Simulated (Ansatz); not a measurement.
Consider the cleavage of the Si–B bond: `CNB(C)[SiH3]` + `CC[Si]O` → `CC[Si]O[SiH3]` + `CBNC`.

Program: Ansatz. Geometries: PBE0-D4/def2-TZVP. ΔE: electronic, gas phase. CCSD(T)/CBS is the MP2 limit (def2-TZVPP, def2-QZVPP) plus CCSD(T) − MP2 in def2-TZVPP, frozen cores. Functionals use def2-TZVPP. B3LYP here is the variant with VWN-RPA as its local correlation; programs differ in this. Each species was taken in one conformer, which may not be the lowest.

```json
{"level": "LDA (SPW92)", "ΔE (kcal/mol)": "-19.8"}
{"level": "revPBE", "ΔE (kcal/mol)": "-20.7"}
{"level": "PBE0", "ΔE (kcal/mol)": "-23.0"}
{"level": "B3LYP", "ΔE (kcal/mol)": "-27.2"}
{"level": "HF/def2-SVP", "ΔE (kcal/mol)": "-31.9"}
{"level": "CCSD/def2-SVP", "ΔE (kcal/mol)": "-25.5"}
{"level": "MP2/def2-TZVPP", "ΔE (kcal/mol)": "-28.0"}
{"level": "CCSD/CBS(def2)", "ΔE (kcal/mol)": "-28.1"}
```

(1) What does CCSD(T)/CBS give? (Estimate.)

Largest T1 diagnostic among the species: 0.013.

## Answers

(1) Computed: -26.9 kcal/mol. The listed levels differ from it by 7.1, 6.2, 3.9, -0.3, -5.0, 1.4, -1.1, -1.2 kcal/mol.

In def2-TZVPP, CCSD(T) changes the Hartree–Fock value by +8.2 kcal/mol (the triples alone add +1.2 kcal/mol) and MP2 by +6.8 kcal/mol. From r2SCAN to r2SCAN0 (25 % exact exchange), in def2-TZVPP and without D4, ΔE moves by −1.2 kcal/mol.
